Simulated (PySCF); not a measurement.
H₈NSi₂, SMILES [SiH3][NH2+][SiH3], charge +1.

Coordinates come from a PBE0-D3(BJ)/def2-SVP optimisation. The isomer is the one that the SMILES or the coordinates give; other isomers of the formula were not compared.

Two levels are set side by side: TDA-PBE/def2-SVPD (PySCF) and TDA-LC-ωPBE/def2-SVPD (PySCF). Vertical, same geometry. The lowest singlet is HOMO→LUMO 99 % with PBE and HOMO→LUMO 76 %, HOMO−2→LUMO+3 16 % with the other functional; states are paired by order. Differences are taken from unrounded values.

```tsv
quantity	TDA-PBE
lowest singlet excitation (eV)	7.01
lowest triplet excitation (TDA) (eV)	6.71
first bright state (f over 0.05) (eV)	8.82
its oscillator strength	0.06
```

Question: These are the TDA-PBE values. What does TDA-LC-ωPBE give? (An estimate is asked for; the answer gives what the named calculation found.)

Answer: 
| quantity | TDA-LC-ωPBE | TDA-PBE minus TDA-LC-ωPBE |
|---|---|---|
| lowest singlet excitation (eV) | 8.54 | -1.53 |
| lowest triplet excitation (TDA) (eV) | 7.82 | -1.11 |
| first bright state (f over 0.05) (eV) | 10.41 | -1.59 |
| its oscillator strength | 0.12 | -0.06 |

Functionals without exact exchange tend to place singlet excitations lower, as here. Differences between two approximate levels are no errors against the true value.

Rough cost on one machine, each run with all the roots and properties that it gave: TDA-LC-ωPBE against TDA-PBE about 3 times.
